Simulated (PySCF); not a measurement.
**Magnetisability: `C=CC[C@H]([SiH3])/C(F)=C/F`, C6H10F2Si**

Geometry:
```
atom   x (Å)   y (Å)   z (Å)
  C1   2.839   0.914   0.159
  C2   1.596   1.018  -0.272
  C3   0.796  -0.122  -0.820
  C4  -0.357  -0.491   0.132
 Si5  -1.241  -2.103  -0.443
  C6  -1.355   0.605   0.202
  F7  -1.919   0.916  -0.988
  C8  -1.740   1.241   1.300
  F9  -2.691   2.191   1.307
 H10   3.376  -0.020   0.120
 H11   3.375   1.757   0.560
 H12   1.077   1.966  -0.221
 H13   0.378   0.155  -1.790
 H14   1.439  -0.993  -0.960
 H15   0.050  -0.633   1.136
 H16  -1.762  -1.903  -1.791
 H17  -2.313  -2.378   0.513
 H18  -0.232  -3.162  -0.429
 H19  -1.326   1.051   2.277
```

Method: GIAO B3LYP/pcSseg-1 magnetisability, rotational g tensor and spin-rotation constants, non-relativistic, gas phase (PySCF). Geometry: GFN2-xTB.

Problem. How diamagnetic is it, and how anisotropic?

Solution. Isotropic -1385 × 10⁻³⁰ J/T², or -83.4 × 10⁻⁶ cm³/mol; principal values -1486, -1359, -1311 × 10⁻³⁰ J/T², anisotropy 157 × 10⁻³⁰ J/T² (root of half the summed squared differences of the principal values). The susceptibility is in cgs units.

Problem. Split it along the inertial axes a, b, c into diamagnetic and paramagnetic parts about the centre of mass, with the quadrupole moment.

Solution. 
| axis | χ (10⁻⁶ cm³/mol) | diamagnetic (10⁻⁶ cm³/mol) | paramagnetic (10⁻⁶ cm³/mol) | summed x² of all electrons (Å²) | quadrupole Θ (D Å) |
| --- | --- | --- | --- | --- | --- |
| a | -82.8 | -1023.9 | 941.1 | 248.0 | -5.08 |
| b | -83.3 | -1259.4 | 1176.1 | 192.5 | +2.65 |
| c | -84.1 | -1869.0 | 1784.9 | 48.8 | +2.43 |

Anisotropies 2χaa − χbb − χcc = +1.8 and 2χbb − χaa − χcc = +0.3 × 10⁻⁶ cm³/mol. Θ is traceless in Buckingham's convention.

Problem. And the rotational g tensor?

Solution. 
| axis | rotational constant (GHz) | g | nuclear part | electronic part |
| --- | --- | --- | --- | --- |
| a | 1.3192 | -0.0165 | 0.5667 | -0.5832 |
| b | 1.0116 | -0.0146 | 0.5444 | -0.5590 |
| c | 0.6662 | -0.0093 | 0.5493 | -0.5586 |

Asymmetric top; isotopes 12C, 19F, 1H, 28Si; no vibrational averaging.
